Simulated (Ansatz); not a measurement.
Consider the cleavage of the Si–Ge bond: `[OH][GeH2][SiH3]` + `[OH][GeH2][SH]` → `[SiH3][O][GeH2][SH]` + `[OH][GeH3]`.

Computed with Ansatz on PBE0-D4/def2-TZVP structures; ΔE is electronic, products minus reactants. CCSD(T)/CBS adds triple-zeta CCSD(T) − MP2 to the extrapolated MP2 energy (def2 sets, frozen cores). Functionals use def2-TZVPP. For Ge outer-core shells are correlated without core-valence functions, which leaves a few kJ/mol of doubt a bond. Scalar relativity is left out up to krypton. Each species was taken in one conformer, which may not be the lowest.

`[OH][GeH2][SiH3]`:

```xyz
9

O    -0.452    2.083    0.097
Ge   -0.937    0.385   -0.203
Si    0.970   -1.046   -0.054
H    -0.136    2.220    0.992
H    -2.024   -0.020    0.820
H    -1.546    0.427   -1.612
H     0.564   -2.465   -0.249
H     1.586   -0.906    1.294
H     1.974   -0.678   -1.084
```

`[OH][GeH2][SH]`:

```xyz
7

O    -1.073    1.034    0.559
Ge   -0.263   -0.499    0.169
S     1.767   -0.132   -0.647
H    -0.522    1.609    1.096
H    -0.030   -1.346    1.431
H    -1.193   -1.150   -0.857
H     1.315    0.483   -1.752
```

`[SiH3][O][GeH2][SH]`:

Cartesian coordinates in Å:
```
Si 0.892 0.143 -1.469
O 0.836 0.521 0.126
Ge -0.464 0.471 1.329
S -1.931 -1.104 0.807
H 0.858 -1.330 -1.674
H -0.249 0.749 -2.208
H 2.168 0.681 -2.004
H 0.229 0.181 2.664
H -1.229 1.799 1.285
H -1.110 -2.113 1.144
```

`[OH][GeH3]`:

Z-matrix (Å, degrees):
```
Ge
O 1 1.783
H 1 1.531 2 104.3
H 1 1.541 2 109.9 3 119.6
H 1 1.541 2 109.9 3 -119.6
H 2 0.959 1 112.7 3 180.0
```

| species | r2SCAN-D4 energy (Eh) |
| --- | --- |
| `[OH][GeH2][SiH3]` | -2445.30943 |
| `[OH][GeH2][SH]` | -2552.84708 |
| `[SiH3][O][GeH2][SH]` | -2843.56019 |
| `[OH][GeH3]` | -2154.62711 |

**Question.** Work out ΔE.

**Answer.** ΔE = (-2843.56019) + (-2154.62711) − (-2445.30943) − (-2552.84708) = -0.03079 Eh = -80.8 kJ/mol. CCSD(T)/CBS gives -87.8 kJ/mol.

Largest T1 diagnostic among the species: 0.012.

The D4 term adds −4.0 kJ/mol with B3LYP and −2.3 kJ/mol with PBE0; it sums over pairs of atoms, weighted by their polarisabilities, and B3LYP, whose exchange is more repulsive, gets the larger term. In def2-TZVPP, CCSD(T) changes the Hartree–Fock value by +22.4 kJ/mol (the triples alone add +2.6 kJ/mol) and MP2 by +16.4 kJ/mol. From PBE to PBE0 (25 % exact exchange), in def2-TZVPP and without D4, ΔE moves by −9.5 kJ/mol.

B3LYP here is the variant with VWN-RPA as its local correlation; programs differ in this.
